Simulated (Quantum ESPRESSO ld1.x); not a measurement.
Task: The mean radii <r> (bohr) of the occupied orbitals of an atom or ion are listed with their occupations. Method: Dirac Kohn-Sham, LDA (Slater exchange, Perdew-Zunger correlation), spin-unpolarised, spherical densities, point nucleus; computed with ld1.x of Quantum ESPRESSO 7.5.

| orbital | occ. | <r> |
|---|---|---|
| 1s1/2 | 2 | 0.02844 |
| 2s1/2 | 2 | 0.1207 |
| 2p1/2 | 2 | 0.1018 |
| 2p3/2 | 4 | 0.1071 |
| 3s1/2 | 2 | 0.2956 |
| 3p1/2 | 1 | 0.2813 |
| 3p3/2 | 2 | 0.2893 |

Name the element and its charge. Open shells, if any, are shared by 2j + 1.

Result: Z = 51, antimony, charge +36: Sb36+ in [Ne] 3s2 3p3. The 1s radius gives Z: for a bare nucleus <r> = (2 gamma + 1)/(2Z) with gamma = sqrt(1 - (Z/c)^2), 0.028 bohr for Z = 51, and screening makes it slightly larger (0.02844 here). The occupations add up to 15, and the charge is Z minus that.
